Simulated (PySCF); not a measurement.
C₄H₁₂O₂Si₂, SMILES CC[SiH2][SiH2]C(=O)OC, singlet (GFN2-xTB optimised geometry):

```
20

C      1.036    -2.850     2.932
C      1.370    -1.423     3.357
Si     2.647    -0.591     2.208
Si     1.932    -0.643     0.000
C      0.019    -0.643     0.000
O     -0.698    -1.612     0.060
O     -0.445     0.614     0.000
C     -1.856     0.789     0.064
H      0.571    -2.862     1.948
H      0.345    -3.311     3.635
H      1.936    -3.461     2.893
H      1.741    -1.432     4.384
H      0.450    -0.834     3.370
H      2.862     0.778     2.705
H      3.932    -1.290     2.370
H      2.313    -1.845    -0.750
H      2.312     0.523    -0.803
H     -2.029     1.845     0.256
H     -2.313     0.492    -0.881
H     -2.273     0.175     0.865
```

Calculation: CAM-B3LYP/def2-SVP (PySCF).

Task: What are the frontier orbital energies and the dipole moment?

Result: HOMO-2 -10.14 eV, HOMO-1 -9.59 eV, HOMO -8.88 eV, LUMO 0.63 eV, LUMO+1 1.36 eV; dipole moment 1.56 D.

Meta-Löwdin charges at CAM-B3LYP/def2-SVP: C1 -0.28, C2 -0.38, Si3 0.40, Si4 0.35, C5 0.31, O6 -0.44, O7 -0.34, C8 -0.08, H9 0.10, H10 0.10, H11 0.09, H12 0.10, H13 0.10, H14 -0.10, H15 -0.10, H16 -0.08, H17 -0.08, H18 0.12, H19 0.11, H20 0.11.
